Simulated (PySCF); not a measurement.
Input file for PySCF: U-M06-2X/def2-TZVPP on BI2 (SMILES I[B]I). Elements past Kr take the def2 small-core potentials; no spin–orbit coupling.

```python
from pyscf import gto, dft

mol = gto.M(
    atom='''
    B    -0.29998143   -0.53018451   -0.00000000
    I     1.79734925   -0.66688404   -0.00000000
    I    -1.49736781    1.19716855    0.00000000
    ''',
    basis='def2-tzvpp',
    ecp={'I': 'def2-tzvpp'},
    charge=0, spin=1, verbose=4, max_memory=1800)
mf = dft.UKS(mol, xc='m062x').density_fit(auxbasis='def2-universal-jkfit')
mf.grids.level = 4
mf.conv_tol = 1e-9
mf.max_cycle = 150
mf.kernel()
mf.dip_moment()
```

**Question.** Predict the final total energy.

**Answer.** -620.0833 hartree.
